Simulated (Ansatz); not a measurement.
Reaction (redistribution): `[NH2][Y]([OH])[F]` + `[OH][In]([F])[Br]` → `[OH][Y]([OH])[F]` + `[NH2][In]([F])[Br]`

Isolated molecules relaxed with PBE0-D4/def2-TZVP in Ansatz; ΔE leaves out vibrations. CCSD(T)/CBS adds triple-zeta CCSD(T) − MP2 to the extrapolated MP2 energy (def2 sets, frozen cores). DFT in def2-TZVPP. Elements past krypton have def2 core potentials. For Br, In, Y outer-core shells are correlated without core-valence functions, which leaves a few kJ/mol of doubt a bond. Scalar relativity is left out up to krypton. One conformer a species, not always the lowest.

Question: Is it downhill or uphill in electronic energy at CCSD(T)/CBS, and by how much? (Best estimate.)

Answer: The calculation gave: Downhill: ΔE = -16.2 kcal/mol.

Question: What do these levels give: r2SCANh-D4, r2SCAN0-D4, CAM-B3LYP-D4, B2PLYP, revPBE, r2SCAN, PBE0, LC-ωPBE, HF/def2-SVP, CCSD(T)/def2-SVP, HF/def2-TZVPP, MP2/CBS(def2)? (Estimate.)

Answer: Computed: r2SCANh-D4 -15.6, r2SCAN0-D4 -16.1, CAM-B3LYP-D4 -16.7, B2PLYP -15.8, revPBE -13.8, r2SCAN -15.1, PBE0 -15.5, LC-ωPBE -16.9, HF/def2-SVP -18.2, CCSD(T)/def2-SVP -17.2, HF/def2-TZVPP -16.6, MP2/CBS(def2) -17.0 kcal/mol.

Largest T1 diagnostic among the species: 0.014.

Leaving LDA and LC-ωPBE aside and taking each functional with its dispersion term where it has one, the values, not all of them listed here, spread over 2.7 kcal/mol, from CAM-B3LYP-D4 to revPBE-D4. LDA lies −1.8 kcal/mol from PBE without D4. From PBE to PBE0 (25 % exact exchange), in def2-TZVPP and without D4, ΔE moves by −1.1 kcal/mol.
